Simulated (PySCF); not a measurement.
F₄Sn, SMILES [F][Sn]([F])([F])[F] (connectivity only; charge and spin as stated), charge -1, multiplicity 2.

Geometry optimised at B3LYP-D3(BJ)/def2-SVPD. A frequency run showed that this geometry is not a minimum. The multiplicity is an assumed one; other spin states were not compared. The isomer is the one that the SMILES or the coordinates give; other isomers of the formula were not compared. The def2 effective core potentials stand for the cores of Sn; spin–orbit coupling is left out.

Computed with C-PCM-ωB97X/def2-SVPD run with PySCF 2.14.0.

The values are the electrostatic part of the solvation free energy, E(continuum) − E(gas) at the gas-phase geometry, in a cavity of scaled van der Waals radii (PySCF's table); cavitation and dispersion terms are not included. A continuum can't describe solvent molecules that bind to the metal.

Computed values in water (ε = 78.36), chlorobenzene (ε = 5.70), methanol (ε = 32.61):
| solvent | ε | ΔG(elec) (kcal/mol) |
|---|---|---|
| water | 78.36 | -52.8 |
| chlorobenzene | 5.70 | -44.0 |
| methanol | 32.61 | -51.8 |
